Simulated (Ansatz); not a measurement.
`N[SiH2][SnH3]` + H₂S → `S[SiH2][SnH3]` + NH₃ at 500 K and 1 bar (ligand exchange at the Si–N bond).

Computed with Ansatz on PBE0-D4/def2-TZVP structures; ΔE is electronic, products minus reactants. CBS: MP2 limit from def2 TZ/QZ plus the TZ coupled-cluster correction, frozen cores. This one scheme is used for every species. def2 core potentials past Kr. For Sn outer-core shells are correlated without core-valence functions, which leaves a few kJ/mol of doubt a bond. Each species was taken in one conformer, which may not be the lowest.

```tsv
species	CCSD(T)/CBS energy (Eh)	H − E (kJ/mol)	S (J/(mol·K))
`N[SiH2][SnH3]`	-562.02294	213.3	420.5
H₂S	-398.97279	57.0	224.0
`S[SiH2][SnH3]`	-904.49431	170.0	426.9
NH₃	-56.50880	108.2	211.8
```

H − E and S are ideal-gas, rigid-rotor, harmonic terms from PBE0-D4/def2-TZVP, for one conformer and one mirror image of each species. 1 Eh = 2625.50 kJ/mol, R = 8.31446 J/(mol·K).

Task: By hand: ΔE, ΔH, ΔS and ΔG.

Result: ΔE = (-904.49431) + (-56.50880) − (-562.02294) − (-398.97279) = -0.00738 Eh = -19.4 kJ/mol. Δ(H − E) = 170.0 + 108.2 − 213.3 − 57.0 = 7.9, so ΔH = -11.5 kJ/mol. ΔS = 426.9 + 211.8 − 420.5 − 224.0 = -5.8 J/(mol·K). ΔG = -11.5 − 500 × (-5.8)/1000 = -8.6 kJ/mol.

Task: By hand: the equilibrium constant, and the temperature at which ΔG would vanish if ΔH and ΔS stayed fixed.

Result: log₁₀ K = −ΔG/(RT ln 10) = 0.9. ΔG = 0 at ΔH/ΔS = 1983 K, though so small a ΔS makes that figure unsure.

The number of gas molecules stays the same, so ΔS is small and ΔH decides. A doubt of 5 kJ/mol in ΔE shifts log₁₀ K by 0.5 here. Other conformers and mirror images would add mixing entropy, several J/(mol·K) or more a flexible species. Modes under 60 cm⁻¹, often nearly free rotors, make the harmonic entropy too high. These are equilibria of isolated gas molecules and say nothing of rates. Largest T1 diagnostic: 0.013 (customary marks: 0.02 for closed shells, 0.045 for open ones).
